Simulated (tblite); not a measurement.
A tight-binding relaxation on `CC[AsH][SiH2][O]` [radical].

Computed with GFN2-xTB geometry optimisation, gas phase (tblite 0.8.0). Start geometry: from a force field or distance geometry. The command runs a driver script over a list of jobs; the input below is this job's line of settings and its coordinates in Å.

Command:
```bash
OMP_NUM_THREADS=1 python probes_run.py task.json out
```

Input:
```
{"job": {"kind": "relax", "xc": "GFN2-xTB", "basis": "xTB"}, "charge": 0, "multiplicity": 2}
C     -1.598400    -0.534500     0.040800
C     -0.906900     0.260000    -1.037800
As     0.539900     1.368200    -0.240800
Si     2.137200    -0.138900     0.495700
O      1.705000    -0.563700     2.109900
H     -1.021100    -0.656600     0.958600
H     -2.569700    -0.027600     0.281000
H     -1.816100    -1.530300    -0.376200
H     -0.369700    -0.448900    -1.699300
H     -1.605100     0.930700    -1.529700
H     -0.064000     2.175000     0.948500
H      3.443000     0.489200     0.407200
H      2.121300    -1.322100    -0.375700
```

Output:
```
step      E/eV     max force
  0    -448.49022    6.924
  1    -449.43759    2.321
  2    -449.51984    3.529
  3    -449.66335    1.161
  4    -449.78764    1.026
  5    -449.82118    0.955
  6    -449.84319    0.306
  7    -449.85077    0.260
  8    -449.85958    0.440
  9    -449.86686    0.412
... (122 lines left out)
132    -450.01017    0.026
133    -450.01031    0.022
134    -450.01039    0.015
135    -450.01043    0.016
136    -450.01045    0.017
137    -450.01048    0.016
138    -450.01049    0.014
139    -450.01050    0.011
140    -450.01051    0.010
141    -450.01051    0.009
```

«max force» is the largest atomic force in eV/Å.

From which step on does the largest force stay under 0.1 eV/Å, and how much energy is left to gain from there?

From step 122 (0.042 eV/Å), 1.5 meV above the end.

Summary of the converged run: energy lowered by 35.1 kcal/mol over 141 steps; largest atomic force 0.009 eV/Å at the end.

The run took 0.62 s on one thread, Arm Neoverse V2 (aarch64), no GPU, shared host with 96 logical CPUs at a one-minute load of 81.
Labels such as C1 count atoms from 1, the log's own numbers from 0.
